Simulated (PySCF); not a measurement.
A PySCF script (with the pyscf-properties extension) for the NMR shieldings of SMILES BP[SiH2]C, CH8BPSi, on a GFN2-xTB geometry:

```python
import basis_set_exchange as bse
import numpy as np
from pyscf import gto, dft
from pyscf.prop import nmr

atoms = """
B     2.642902   -0.155957    0.542267
P     1.041722    0.664512    0.843129
Si   -0.542856   -0.630195   -0.048006
C    -2.159210    0.365279   -0.003760
H     3.558847    0.440658    0.129244
H     2.765154   -1.264610    0.898039
H     1.046348    1.738679   -0.021180
H    -0.621947   -1.819929    0.806352
H    -0.250606   -1.049658   -1.429414
H    -2.992758   -0.232837   -0.357521
H    -2.099449    1.252684   -0.627622
H    -2.386947    0.690689    1.007163
"""
names = dict.fromkeys(["B", "P", "Si", "C", "H"], "pcSseg-1")
basis = {el: gto.basis.parse(bse.get_basis(n, elements=[el], fmt="nwchem")) for el, n in names.items()}
mol = gto.M(atom=atoms, basis=basis, charge=0, verbose=0)
mf = dft.RKS(mol, xc="PBE0")
mf.grids.level = 2
mf.grids.alignment = dft.numint.BLKSIZE   # the property module wants whole blocks of grid points
mf.conv_tol = 1e-9
mf.kernel()

calc = nmr.RKS(mf)   # GIAO
C = mf.mo_coeff
Co = C[:, mf.mo_occ > 0]
resp = mf.gen_response(singlet=True, hermi=2)
def vind(x):   # induced exchange potential for any number of trial vectors
    d = np.einsum("pi,xij,qj->xpq", C, 2 * x.reshape(-1, C.shape[1], Co.shape[1]), Co, optimize=True)
    return np.einsum("xpq,pi,qj->xij", resp(d - d.transpose(0, 2, 1)), C, Co, optimize=True).ravel()
mo1, _ = nmr.rhf.solve_mo1(calc, with_cphf=vind)
sigma = calc.kernel(mo1)
for i, s in enumerate(sigma):   # ppm
    print("%2d %-2s %9.2f" % (i, mol.atom_pure_symbol(i), np.trace(s) / 3))
```

Task: What does it print?

Result: 
```
 0 B      15.92
 1 P     474.87
 2 Si    403.62
 3 C     191.39
 4 H      23.02
 5 H      23.39
 6 H      28.75
 7 H      27.00
 8 H      27.05
 9 H      31.32
10 H      31.42
11 H      31.32
```

These numbers come from an equivalent density-fitted implementation of the same equations, which agrees with the script to about 0.01 ppm for H and up to a few tenths of a ppm for heavy atoms, so last digits may differ.

Size and cost of the density-fitted run: 122 basis functions, 8.9 s wall time on 1 thread of an x86-64 server CPU, shared host.
